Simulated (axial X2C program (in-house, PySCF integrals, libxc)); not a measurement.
LiTi⁺: from the spin-free to the two-component result

All values were computed with an axial X2C code built on PySCF integrals. Spin-free means the one-electron spin-free X2C Hamiltonian; two-component (2c) means X2C with spin–orbit coupling and atomic mean-field two-electron Coulomb and Gaunt terms, so the difference of the two also holds small scalar two-electron terms. Basis: Ti dyall-cv3z [10s10p6d4f2g], Li dyall-cv3z [7s8p2d] (cores contracted in-house); Gaussian nuclei, density fitting, unrestricted open shells. Masses: Ti 47.948 u, Li 7.016 u.

Spin-free state: M_S = 1, Λ = 2 (beyond evenly filled blocks: σα, δ+α); fragments Ti + Li+.

```tsv
level	Re (Å)	ωe (cm⁻¹)	De (eV)	μ (D)
PBE0	3.042	259.8	1.181	5.64
CCSD	3.024	268.7	0.932	n/a
CCSD(T)	3.012	272.4	0.890	n/a
BHandHLYP	3.047	259.0	1.094	5.68
```

Correlated methods: 12 electrons correlated (number of frozen shells: Ti 2 s, 1 p; Li 1 s), 256 virtual spin orbitals or spinors in MP2, 90 natural virtuals in coupled cluster.

Dipoles are positive if Li is the positive end and refer to the centre of mass.

Two-component determinant lowest at the distance of the search:

Ω = 1 (⟨Sz⟩ = -1.00, ⟨Lz⟩ = 2.00 at HF); fragments Ti + Li+.

```
    level  Re (Å)  ωe (cm⁻¹)  De (eV)  μ (D)
     PBE0   3.042      259.7      n/a   5.63
     CCSD   3.025      268.7      n/a    n/a
  CCSD(T)   3.013      272.4    0.883    n/a
BHandHLYP   3.047      258.9      n/a   5.68
```

Task: From the two tables, how do the constants change at the CCSD(T) level (2c against spin-free)?

Result: At the CCSD(T) level Re is unchanged within 0.001 Å and ωe is unchanged to within 0.2 cm⁻¹; De changes by -0.007 eV.

Occupations by symmetry block were frozen at the best pattern of an incomplete PBE0 search. De is counted from the lowest determinant-based energies of the atoms at the same level, without counterpoise correction. De is not given where an atomic determinant may have missed its ground term or J level, or where the truncated virtual space spoils (T). Density functionals use the spin component along the axis (collinear). Coupled cluster ran in a truncated set of natural virtual spinors; the MP2 energy of the rest was added. (T) has no such correction and the atoms are truncated less, which lowers De at CCSD(T) by a hundredth of an eV or more. PBE0 can misorder states that lie within some tenths of an eV, so this need not be the ground state of the molecule. The nearest other spin-free determinant of the search, M_S = 1, Λ = 3, lies 0.15 eV up at the distance of the search. Without a current term, density functionals place determinants with orbital angular momentum somewhat too high. With several unpaired electrons one determinant need not be a pure state. The determinant is spin-polarised beyond a pure state at some levels (its spin-free form has ⟨S²⟩ too high), which makes Re and μ there less reliable. The T1 diagnostic is large, a sign of multireference character.
